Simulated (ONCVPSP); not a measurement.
**Hardness and transferability of assorted potentials**

Generated with ld1.x 7.5 (TM, RRKJ, ultrasoft, PAW), atompaw 4.2 or ONCVPSP 4.0.1. The cutoff is in Ry: for ld1.x and atompaw files where the sum of valence levels is converged to 10 mRy in a Bessel basis, for ONCV files where the hardest occupied wave has 1 mHa per electron of residual kinetic energy. The error is the largest all-electron minus pseudo excitation energy over each file’s own four to seven test configurations (ionisations up to +4, promotions, holes and added fractions of an electron), all of which were solved. The labels leave out finer settings (local radius, basis sizes, second energies), which also bear on the numbers. Spin-polarised tests are not counted. The rows are a selection from randomly drawn settings: files with unsolved tests, undetermined cutoffs or missed reference levels are left out.

A true bound ghost makes a file unfit for plane-wave use even where its test errors are small: the radial tests pick states by their node count and pass the ghost by.

```csv
element,potential,cutoff (Ry),largest error (meV),bound ghosts
O,"ONCV, PBE, scalar-relativistic, rc 0.60/1.25/1.20 (spd), local smoothed, core correction yes, reference 2s1.5 2p4.5, qcut 13.7/13.5/7.2, projectors 2/2/2",180,+90,s
Zn,"ONCV, PBEsol, scalar-relativistic, rc 1.35/1.10/1.20 (spd), local smoothed, core correction no, reference 3s2 3p6 3d10 4s2, qcut 10.8/10.1/16, projectors 2/3/3",171,+13,none
Ga,"ONCV, PW91, non-relativistic, rc 1.95/2.65 (sp), local smoothed, core correction yes, reference 4s1.75 4p1.25, qcut 3/2.8, projectors 2/2",43,-446,none
Ge,"ONCV, BLYP, scalar-relativistic, rc 1.70/1.95 (sp), local smoothed, core correction no, reference 4s2 4p2, qcut 3.4/4.5, projectors 2/2",51,+343,none
Tc,"ONCV, LDA (Perdew-Zunger), fully relativistic, rc 2.10/2.15/1.35 (spd), local smoothed, core correction yes, reference 4d5 5s1, qcut 3.1/3.1/7, projectors 2/1/2",46,-131,"s, p3/2, p1/2"
Ce,"ONCV, PBEsol, scalar-relativistic, rc 2.95/2.90/3.05/1.85 (spdf), local smoothed, core correction yes, reference 4f1 5s2 5p6 5d1 6s1 6p1, qcut 3.4/3.9/5.5/9.2, projectors 2/2/2/1",70,-6.5,none
Lu,"ONCV, PBE, fully relativistic, rc 2.10/2.20/2.00/0.90 (spdf), local smoothed, core correction yes, reference 4f13 5s2 5p6 5d2 6s2, qcut 6.5/7.1/5.1/15.4, projectors 2/2/2/2",580,+70,s
```

(1) Fill in the row for Au: ONCV, PBE, scalar-relativistic, rc 1.60/1.15/1.15 (spd), local d, core correction no, reference 5s2 5p6 5d9, qcut 6/6.2/9.2, projectors 2/2/0.

## Answers

(1) cutoff 282 Ry, largest error -17 meV, bound ghosts: none.
